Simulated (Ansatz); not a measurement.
A made-up structure of CHOSe (charge +1), closed shell:

C1  (-0.078, 0.294, -0.165)
O2  (-0.933, -0.708, 0.239)
Se3  (1.303, -0.938, 0.672)
H4  (-0.292, 1.352, -0.747)
(Å)

It is relaxed with PBE-D4/def2-SVP and then PBE0-D4/def2-TZVP (Ansatz 0.2.0). Atoms count as bonded within 1.22 times the sum of their covalent radii (H–H: 0.88 Å). The end point is not checked to be a true minimum.

Task: Does its bonding change? (Judge from chemistry; the calculation decides.)

Result: The calculation gives: Yes. Formed: O2–Se3; broken: none.

Where it ends: The first stage lowers the energy by 1.05 eV in 6 steps. It ends as CHOSe ([CH]1[O][Se]1), total charge +1:
C1  (-0.070, 0.263, -0.147)
O2  (-0.833, -0.632, 0.214)
Se3  (1.163, -0.837, 0.600)
H4  (-0.260, 1.207, -0.667)
(Å)

Labels in which every atom is bracketed show which atoms are joined, not bond orders.

For scale, one of the runs: PBE0-D4/def2-TZVP relaxation, 116 basis functions, launched by `ansatz run in.yaml --threads 2 --pin off --events-out ev --progress --plain --max-ram 4352MiB`. Hardware: 2 CPU threads of an Intel Xeon Platinum 8488C, shared host. Wall time about 8.5 s.
